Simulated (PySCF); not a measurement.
C₄H₁₃AsGe.
Numbering: `[CH3:1][CH2:2][CH2:3][GeH2:4][AsH:5][CH3:6]` (hydrogens: H7, H8, H9 on C1; H10, H11 on C2; H12, H13 on C3; H14, H15 on Ge4; H16 on As5; H17, H18, H19 on C6)

Theory: core-valence-separated Tamm–Dancoff BHandHLYP/aug-pcX-1 (pcseg-1 on H, def2-SVPD on Ge, def2-SVPD on As) in PySCF, non-relativistic, gas phase, PBE0-D3(BJ)/def2-SVP geometry.

Computed carbon K-edge spectrum, Gaussian lines of 0.4 eV full width, highest printed point 100; it ends one width below the last computed root. No empirical shift is added; at this level the pattern usually sits a few eV under experiment.

| photon energy (eV) | absorption |
| --- | --- |
| 284.4 | 0 |
| 284.5 | 1 |
| 284.6 | 4 |
| 284.7 | 9 |
| 284.8 | 17 |
| 284.9 | 23 |
| 285.0 | 23 |
| 285.1 | 21 |
| 285.2 | 22 |
| 285.3 | 28 |
| 285.4 | 40 |
| 285.5 | 53 |
| 285.6 | 64 |
| 285.7 | 68 |
| 285.8 | 69 |
| 285.9 | 78 |
| 286.0 | 94 |
| 286.1 | 100 |
| 286.2 | 89 |
| 286.3 | 70 |
| 286.4 | 56 |

Problem. Where are the maxima, and which lines make them up?

Solution. 2 maxima:
- 285.0 eV: C6 (methyl carbon), 284.93 eV, f = 0.027, 93 % of the height at the exact maximum
- 286.1 eV: C2 (chain CH2 carbon), 286.15 eV, f = 0.033, 25 % of the height at the exact maximum; C3 (sp3 carbon bound to germanium), 286.02 eV, f = 0.029, 22 % of the height at the exact maximum; C1 (methyl carbon), 286.10 eV, f = 0.025, 21 % of the height at the exact maximum; C1 (methyl carbon), 286.01 eV, f = 0.023, 17 % of the height at the exact maximum

Further lines of some strength in the range: C1, 285.31 eV, f = 0.009; C3, 285.35 eV, f = 0.012; C2, 285.55 eV, f = 0.013; C3, 285.63 eV, f = 0.040; C6, 285.74 eV, f = 0.025.

Roots within 0.03 eV on the same or equivalent atoms count as one line; shares under 12 % aren't listed.

Vibrational structure and lifetime widths aren't in the curve. The ionisation threshold wasn't computed; near and above it a finite basis only mimics Rydberg series and continuum. The BHandHLYP/aug-pcX-1 (pcseg-1 on H, def2-SVPD on Ge, def2-SVPD on As) calculation is non-relativistic and has no spin–orbit coupling, an omission that weighs most on arsenic and germanium.

Conformer computed: `[CH3:1][CH2:2][CH2:3][GeH2:4][AsH:5][CH3:6]`: C1–C2–C3–Ge4 63°, C2–C3–Ge4–As5 -80°, C3–Ge4–As5–C6 -176°.

One conformer stands for the species.
